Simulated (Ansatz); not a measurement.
Input for Ansatz (a first-principles code): U-wB97X-V/def2-TZVPP on AlB+, 2S+1 = 2, a spin state set in the input, which need not be the lowest, a point of a bond scan (R = 2.750 Å). Charge +1.

Ansatz 0.2 input:
```yaml
crystal:
  periodic: [false, false, false]
  atoms:
    - {symbol: B, position_ang: [0.00000000, 0.00000000, 0.00000000]}
    - {symbol: Al, position_ang: [0.00000000, 0.00000000, 2.74974900]}
basis:
  gaussian:
    orbitals: def2-TZVPP
    pivot_positions_ang: [[0.00000000, 0.00000000, 0.00000000], [0.00000000, 0.00000000, 2.74974900]]
hamiltonian:
  xc: {name: wB97X-V}
total_charge: 1
magnetization: {spin_polarized: true, initial_magnetization: 1}
output: {forces: true, orbitals: {seedname: ./end}}
```

Output:

```
WARN ansatz: RAYON_NUM_THREADS=2 ignored (pool sized by the plan → 2); use --threads N
Functional definition: wB97X-V
integrals: 0.02 GiB planned
457 factors; their error is unknown
integrals: 0.05 GiB planned
131 factors; integrals over basis functions are off by at most 3.7e-5 eV
mean field: 0.27 GiB planned
mean field evaluation 1: about -7259.1454 eV, gradient 5.8e0 eV
mean field evaluation 2: about -7259.5034 eV, gradient 2.0e0 eV
mean field evaluation 4: about -7259.5510 eV, gradient 2.5e-1 eV
mean field evaluation 8: about -7259.5580 eV, gradient 7.8e-2 eV
mean field evaluation 16: about -7259.5582 eV, gradient 3.8e-5 eV
mean field -7259.55816768 eV, -266.7838419571 hartree, gradient 4.5e-6 eV, S^2 0.766377; 1 other end points of the search recorded, 0 dependent functions left out
the calculation of the forces begins
reference -7259.55816727 eV, -266.7838419420 hartree; 9, 8 occupied and 64, 65 virtual orbitals, 457 factors
Total energy: -7259.55816727 eV, -266.7838419420 hartree
Atom 0 at     0.000000     0.000000     0.000000 Å, force    -0.000000     0.000000    -0.010547 eV/Å
Atom 1 at     0.000000     0.000000     2.749749 Å, force    -0.000000    -0.000000     0.010547 eV/Å
Dipole moment:    -0.000000     0.000000    -0.100219 e Å
```

The run converged.

Cost: about 8 core-seconds (a rough figure).
